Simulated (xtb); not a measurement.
xtb input (GFN2-xTB):

```bash
xtb mol.xyz --gfn 2 --ohess tight --chrg 1 --uhf 0
```
mol.xyz:
```
3

La     0.01408370     0.03711792     0.02742795
I     -0.25560965     2.29255733    -1.88991353
I      0.26177321    -2.35061296     1.85677000
```

End of the output:

```
optimized geometry written to: xtbopt.xyz

           -------------------------------------------------
          | TOTAL ENERGY               -8.514997880683 Eh   |
          | TOTAL ENTHALPY             -8.507845062137 Eh   |
          | TOTAL FREE ENERGY          -8.545556172369 Eh   |
          | GRADIENT NORM               0.000005726279 Eh/α |
          | HOMO-LUMO GAP               0.840453041576 eV   |
           -------------------------------------------------

------------------------------------------------------------------------
------------------------------------------------------------------------
 total:
 SCF:
 ANC optimizer:
 analytical hessian:
```

The spin state was set by rule; other spins were not relaxed.
